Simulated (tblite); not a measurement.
Species: CH8N2Si.
Cartesian coordinates in Å at the GFN2-xTB level; atoms count from 1:
```
atom  x, y, z in Å
C1     1.5803   -0.3392   -0.0443
Si2   -0.2198    0.0561    0.3950
N3    -1.2308   -1.1354   -0.3376
N4    -0.6656    1.5294   -0.3863
H5     2.1888   -0.4614    0.8460
H6     1.6518   -1.2567   -0.6182
H7     2.0227    0.4529   -0.6384
H8    -0.3623    0.1160    1.8701
H9    -1.0189   -2.1049   -0.1719
H10   -2.2280   -0.9994   -0.3207
H11   -0.0833    2.3371   -0.2413
H12   -1.6338    1.8049   -0.3784
```

Computed with GFN2-xTB (tblite): harmonic, unscaled wavenumbers at the GFN2-xTB geometry, gas phase. Against measured fundamentals such values can be off by several per cent, at times by over 20. Modes of hydrogen on silicon can be 10 to 20 % off. One conformer, not necessarily the lowest. The optimisation stopped once no atom felt more than 0.01 eV/Å.

Lowest wavenumbers of the output (negative numbers stand for imaginary wavenumbers):
```
mode    cm-1
  1     -99.5
  2     145.3
  3     185.4
  4     197.1
  5     244.4
  6     278.6
  7     498.5
  8     545.7
  9     679.1
 10     688.2
```

Is this structure a minimum?

No. 1 mode is imaginary beyond 20i (100i cm⁻¹), so at this level the point lies at or near a first-order saddle.

Which atoms move in the imaginary mode?

100i: H5 (methyl hydrogen) 32 %, H7 (methyl hydrogen) 32 %, H6 (methyl hydrogen) 32 %. These are shares of the mass-weighted motion.

What is the remedy?

Step along that mode in both directions, optimise again with tighter thresholds and repeat the frequencies. The zero-point energy of this point (60.0 kcal/mol) counts the 29 real modes alone, and thermal corrections from it aren't those of a minimum.

Hardware: Arm Neoverse N1, one thread, no GPU (shared host). Cost: 0.36 s wall. The figure is for the frequency step alone.
